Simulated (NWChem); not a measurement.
# SnICl3; SMILES [Cl][Sn]([Cl])([Cl])[I]

Program: NWChem. Structure relaxed at the PBE0/def2-SVP (def2 core potentials past Kr) level.

Q: Estimate the computed values for PBE/STO-3G (all-electron, non-relativistic). Quantities: highest occupied level (eV); orbital gap (eV); dipole (D).

A: The highest occupied level (eV) is -5.25 and the orbital gap (eV) comes out as 4.45. The dipole (D) is 1.35.
